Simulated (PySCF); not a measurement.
Gas-phase reaction: 2 AsH₂ + H₂O → 2 AsH₃ + O, at 2000 K and a standard pressure of 1 bar. Level: r2SCAN/def2-TZVP†.

Method: PySCF energies plus ideal-gas RRHO corrections (1 bar). † marks an energy on the PBE0/def2-TZVP geometry and frequencies. Open shells (unrestricted): AsH₂ (multiplicity 2), O (multiplicity 3, electronic degeneracy 9); the rest are closed-shell singlets. Spin-orbit splitting is ignored; it lowers the true energy and changes the entropy of O. As: all electrons, no relativistic terms. AsH₂: computed as isolated molecules; such fragments, hydroxides, amides, oligomers or adducts are transient or little studied in the gas. The harmonic model lacks anharmonicity and excited electronic states, which grow with temperature; levels with a mode under 35 cm⁻¹ are left out.

```csv
species,E (Ha),H(2000 K) − E (kJ/mol),S°(2000 K) (J/mol/K)
AsH₂,-2237.02589,123.8,310.0
H₂O,-76.41969,137.7,263.5
AsH₃,-2237.64917,178.6,334.7
O,-75.05863,41.6,201.3
```
E: electronic energy; H − E holds the zero-point and thermal terms. 1 Ha = 2625.5 kJ/mol.

### Question
Work out ΔH°, ΔS°, ΔG° and log10 K from these numbers.

### Answer
1. ΔE = 2×(-2237.64917) + 1×(-75.05863) − 2×(-2237.02589) − 1×(-76.41969) = 0.11450 Ha = 300.6 kJ.
2. Δ(H − E) = 2×(178.6) + 1×(41.6) − 2×(123.8) − 1×(137.7) = 13.5 kJ, so ΔH° = 314.1 kJ.
3. ΔS° = 2×(334.7) + 1×(201.3) − 2×(310.0) − 1×(263.5) = -12.8 J/K; the number of gas molecules stays the same.
4. ΔG° = ΔH° − TΔS° = 314.1 − 2000×(-12.8)/1000 = 339.7 kJ.
5. log10 K = −ΔG°/(RT ln 10) = -8.87, with RT ln 10 = 38.29 kJ/mol; at standard pressures the reactants are favoured.
6. A shift of 10 kJ in ΔE would move log10 K by 0.26 here.
For scale, ΔH°(298 K) is 291 kJ at this level, 289 kJ at ωB97M-V/def2-TZVP†, and runs from 130 to 347 kJ over the 19 levels computed.
